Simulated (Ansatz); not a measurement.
BiH2(iPr) (C3H9Bi), relaxed as a singlet with RKS PBE0-D4/def2-SVP in Ansatz, starting from the GFN2-xTB geometry. Force threshold 0.02 eV/Å.

In the def2 sets Bi takes a core potential; there is no spin–orbit coupling. Another isomer (singlet) lies 0.39 eV lower at PBE0-D4/def2-TZVP; other spin states weren't run for this one.

Start:

| atom | x (Å) | y (Å) | z (Å) |
| --- | --- | --- | --- |
| Bi1 | 0.7772 | 0.1030 | 2.0404 |
| C2 | -0.0545 | 0.2279 | -0.1035 |
| C3 | -1.3860 | -0.5009 | -0.1929 |
| C4 | 0.9510 | -0.3389 | -1.0933 |
| H5 | 1.8954 | 1.4496 | 1.7338 |
| H6 | -0.4158 | 1.2821 | 2.6256 |
| H7 | -0.2075 | 1.2850 | -0.3095 |
| H8 | -2.1050 | -0.0780 | 0.5052 |
| H9 | -1.2666 | -1.5595 | 0.0355 |
| H10 | -1.8009 | -0.4208 | -1.1990 |
| H11 | 0.5649 | -0.2773 | -2.1124 |
| H12 | 1.8868 | 0.2145 | -1.0507 |
| H13 | 1.1610 | -1.3867 | -0.8790 |

```json
{"step": "1", "energy (eV)": "-9091.5027", "largest force component (eV/Å)": "0.670", "SCF passes": "14"}
{"step": "2", "energy (eV)": "-9091.5150", "largest force component (eV/Å)": "0.341", "SCF passes": "19"}
{"step": "3", "energy (eV)": "-9091.5428", "largest force component (eV/Å)": "0.189", "SCF passes": "20"}
{"step": "4", "energy (eV)": "-9091.5451", "largest force component (eV/Å)": "0.060", "SCF passes": "20"}
{"step": "5", "energy (eV)": "-9091.5452", "largest force component (eV/Å)": "0.009", "SCF passes": "13"}
```

Force components are those of the run's own axes.

End:

```xyz
13

Bi    0.775    0.104    2.030
C    -0.061    0.223   -0.118
C    -1.395   -0.498   -0.184
C     0.962   -0.331   -1.092
H     1.935    1.448    1.733
H    -0.441    1.277    2.649
H    -0.206    1.299   -0.297
H    -2.140   -0.062    0.500
H    -1.296   -1.569    0.067
H    -1.816   -0.447   -1.204
H     0.582   -0.278   -2.129
H     1.911    0.226   -1.063
H     1.189   -1.392   -0.891
```

By distances, no bond broke or formed. The bond that changes most is Bi1–H6, from 1.78 to 1.80 Å (atoms count from 1).

No frequencies were taken in this run, so the end may be a saddle point.

Hardware: 2 threads of Arm Neoverse V1 on a shared host. Wall time 15 s.
